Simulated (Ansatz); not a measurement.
Isolated molecules relaxed with PBE0-D4/def2-TZVP in Ansatz; ΔE leaves out vibrations. CBS: MP2 limit from def2 TZ/QZ plus the TZ coupled-cluster correction, frozen cores. This one scheme is used for every species. Functionals use def2-TZVPP. B3LYP here is the variant with VWN-RPA as its local correlation; programs differ in this. For Ge outer-core shells are correlated without core-valence functions, which leaves a few kJ/mol of doubt a bond. Scalar relativity is left out up to krypton. Each species was taken in one conformer, which may not be the lowest.

`[SiH3][GeH2][SiH2][GeH2][SiH3]` + CH₃SH → `C[S][GeH2][SiH3]` + `[SiH3][GeH2][SiH3]`  (cleavage of the Ge–Si bond)

`[SiH3][GeH2][SiH2][GeH2][SiH3]`:

Z-matrix (Å, degrees):
```
Si
Ge 1 2.379
H 1 1.487 2 109.4
H 1 1.487 2 111.2 3 120.3
H 1 1.487 2 109.8 3 -119.1
Si 2 2.381 1 110.0 3 60.1
H 2 1.541 1 109.2 3 -59.1
H 2 1.540 1 110.3 3 -177.3
Ge 6 2.381 2 108.5 1 -49.7
H 6 1.489 2 110.4 1 -169.8
H 6 1.489 2 109.6 1 70.8
Si 9 2.379 6 109.9 2 -49.9
H 9 1.540 6 110.9 2 -172.1
H 9 1.541 6 108.8 2 69.6
H 12 1.487 9 109.4 6 59.9
H 12 1.487 9 111.2 6 -179.8
H 12 1.487 9 109.8 6 -59.2
```

CH₃SH:

Cartesian coordinates in Å:
```
C 0.311 0.240 0.294
S -1.205 -0.656 -0.105
H 1.195 -0.377 0.134
H 0.248 0.487 1.354
H 0.390 1.167 -0.274
H -0.939 -0.861 -1.404
```

`C[S][GeH2][SiH3]`:

Z-matrix (Å, degrees):
```
C
S 1 1.813
H 1 1.090 2 111.7
H 1 1.090 2 106.6 3 -118.5
H 1 1.090 2 111.2 3 123.1
Ge 2 2.222 1 99.5 3 -61.9
Si 6 2.384 2 109.9 1 66.9
H 6 1.544 2 108.7 1 -55.3
H 6 1.537 2 105.4 1 -172.4
H 7 1.485 6 109.4 2 66.2
H 7 1.488 6 110.9 2 -173.1
H 7 1.487 6 109.6 2 -53.3
```

`[SiH3][GeH2][SiH3]`:

```xyz
11

Si   -0.696    0.082    1.868
Ge    0.534    0.817   -0.031
Si    0.290   -0.702   -1.845
H    -0.215   -1.262    2.287
H    -2.139   -0.016    1.524
H    -0.536    1.025    3.006
H     0.040    2.213   -0.456
H     2.025    0.945    0.338
H     1.055   -0.241   -3.034
H    -1.146   -0.817   -2.213
H     0.787   -2.045   -1.445
```

```
             level  ΔE (kJ/mol)
          B3LYP-D4        -14.6
SCS-MP2/def2-TZVPP        -19.0
SCS-MP2/def2-QZVPP        -19.7
     MP2/CBS(def2)        -15.6
```

**Question.** What does CCSD(T)/CBS give? (Best estimate.)

**Answer.** Computed: -12.4 kJ/mol. The listed levels differ from it by -2.2, -6.6, -7.3, -3.2 kJ/mol.

Largest T1 diagnostic among the species: 0.012.

The D4 term adds +7.3 kJ/mol with B3LYP and +4.8 kJ/mol with PBE0; it sums over pairs of atoms, weighted by their polarisabilities, and B3LYP, whose exchange is more repulsive, gets the larger term. In def2-TZVPP, CCSD(T) changes the Hartree–Fock value by +18.4 kJ/mol (the triples alone add +1.2 kJ/mol) and MP2 by +15.2 kJ/mol.
